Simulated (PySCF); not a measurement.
**Cs₂: from constants to spectrum**

RHF-CCSD(T) constants of Cs₂, ¹Σg⁺ (singlet), closed shell (PySCF, scalar-relativistic core potentials, basis sets Cs def2-TZVPP with ECP46; masses 132.9054 and 132.9054 u):

* ωe: 39.0 cm⁻¹
* ωexe: 0.0843 cm⁻¹
* Be: 0.011208 cm⁻¹
* αe: 2.5e-05 cm⁻¹
* D (centrifugal): 3.7e-09 cm⁻¹
* De to Cs + Cs: 0.364 eV

(1) Estimate the standard entropy (1 bar) and heat capacity of the ideal gas at 1000 K, rigid rotor with B0 and harmonic oscillator at the fundamental.

Correlated steps freeze no core orbitals. The bond is weak. Basis-set superposition, not corrected here, can be much of De in a small basis, most of all at correlated wavefunction levels. Spin–orbit coupling is left out. Where the molecule has an RHF reference, its open-shell atoms are computed with UHF.

## Answers

(1) Translation (Sackur–Tetrode, M = 265.81 u): 203.6 J/(mol K). Rotation: q = kT/(σB0) = 31000 with σ = 2, 94.3. Vibration: x = hcν0/kT = 0.0559, 32.30. S° = 330.2 J/(mol K); Cp = 7R/2 + 8.31 = 37.4 J/(mol K).
